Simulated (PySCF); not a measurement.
SMILES [GeH]([NH2])([F])[NH2] (CAM-B3LYP/def2-SVP optimised geometry):

```
9

Ge    -0.308    -1.079     0.000
N     -0.897    -2.029    -1.410
N     -1.224     0.478     0.000
F     -0.744    -1.775     1.539
H      1.224    -1.079     0.000
H     -1.904    -2.130    -1.504
H     -0.422    -2.897    -1.637
H     -1.205     1.022     0.857
H     -1.125     1.079    -0.812
```

Calculation: CAM-B3LYP/def2-TZVP run with PySCF.

Q: What are the frontier orbital energies and the dipole moment?

A: HOMO-2 -11.44 eV, HOMO-1 -9.42 eV, HOMO -9.05 eV, LUMO 1.49 eV, LUMO+1 1.90 eV; dipole moment 2.05 D.

On the same geometry PBE/def2-TZVP in PySCF gives HOMO-2 -8.17 eV, HOMO-1 -6.42 eV, HOMO -6.11 eV, LUMO -0.20 eV, LUMO+1 0.29 eV; dipole moment 1.95 D.

Meta-Löwdin charges at CAM-B3LYP/def2-TZVP: Ge1 1.13, N2 -0.71, N3 -0.72, F4 -0.54, H5 -0.11, H6 0.24, H7 0.24, H8 0.24, H9 0.24.
